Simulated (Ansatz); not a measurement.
All numbers were calculated with Ansatz.

A structure relaxed at PBE0-D4/def2-TZVP, charge 0, multiplicity 1:

Cartesian coordinates in Å:
```
O 1.672 -0.493 0.971
Si 0.781 -1.456 -0.011
N -0.413 -0.457 -0.769
Si -0.604 1.216 -0.509
O -0.532 1.574 1.092
F -2.034 1.599 -1.104
H 1.200 0.157 1.500
H 0.102 -2.554 0.732
H 1.725 -2.051 -0.986
H -1.048 -0.886 -1.427
H 0.405 2.082 -1.133
H -1.255 1.268 1.644
```

**Question.** Give its formula and SMILES.

**Answer.** FH6NO2Si2, `O[SiH2]N[SiH](O)F`.

**Question.** Summarise the bond lengths by kind.

**Answer.** 2 × O–Si 1.638 to 1.641 Å; 2 × H–O 0.960 to 0.962 Å; 2 × N–Si 1.703 to 1.732 Å; 3 × H–Si 1.470 to 1.489 Å; 1 × H–N 1.011 Å; 1 × F–Si 1.595 Å.
